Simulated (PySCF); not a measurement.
# Computed properties of CH2ClFO2Si, SMILES [Si@H](F)(Cl)OC=O

CH₂ClFO₂Si, SMILES O=CO[Si@H](Cl)F. The structure is a stationary point at B3LYP-D3(BJ)/def2-SVP. The structure was generated by enumeration; whether it is a known compound was not checked. The values are those of a single conformer. All values are computed for the isolated molecule unless a solvent is named; none is compared with measurement here.

**Structure.** All 18 harmonic modes at B3LYP-D3(BJ)/def2-SVP (PySCF) are real, so it is a minimum. With heavy atoms numbered as in [O:1]=[CH:2][O:3][Si@@H:4]([F:5])[Cl:6], the shortest bond between them is O1–C2 at 1.195 Å and the longest Si4–Cl6 at 2.042 Å.

**Vibrations.** The strongest infrared lines (harmonic, unscaled, degenerate partners summed) lie at 1195 cm⁻¹ (530 km/mol, O 51 %, C 44 %), 1856 cm⁻¹ (279 km/mol, C 57 %, O 40 %), 849 cm⁻¹ (253 km/mol, H 72 %, Si 11 %, O 11 %). The softest mode is at 64 cm⁻¹ and the zero-point energy is 24.0 kcal/mol.

**Electronic structure.** ωB97X/def2-TZVP (PySCF) places the frontier levels at -11.30 and 1.51 eV, a gap of 12.81 eV, and gives a dipole moment of 2.75 D and a mean polarisability of 49.7 bohr³. PBE/def2-TZVP (PySCF) at the same geometry gives -7.14 and -1.98 eV, so its gap is 7.65 eV narrower. An orbital gap is neither the optical nor the fundamental gap.

**Excitations.** TDDFT-ωB97X/def2-SVPD (PySCF) has S1 at 5.70 eV (217 nm, f = 0.001, dark); the most intense of the 10 singlets computed lies at 9.67 eV (f = 0.12). T1 (TDA) is at 5.19 eV. TDDFT-PBE/def2-SVPD (PySCF) puts S1 at 5.33 eV. No vertical singlet excitation falls in the visible range (under 3.1 eV).

**NMR.** GIAO shifts at PBE0/pcSseg-1 (PySCF) (non-relativistic, atoms alike by connectivity averaged): ¹³C at 164.0 ppm against TMS; ¹H from 5.4 to 8.1 ppm against TMS; ²⁹Si at -28.7 ppm against TMS; ¹⁹F at -135.0 ppm against CFCl3. Without spin–orbit terms, shifts of atoms bonded to Cl or Br come out too high.

**Solvation.** SMD-ωB97X/6-31G* (PySCF) gives -1.9 kcal/mol in water, -4.4 kcal/mol in diethylether, -3.0 kcal/mol in toluene (1 M in both phases, gas-phase geometry); of these solvents diethylether holds the molecule best.
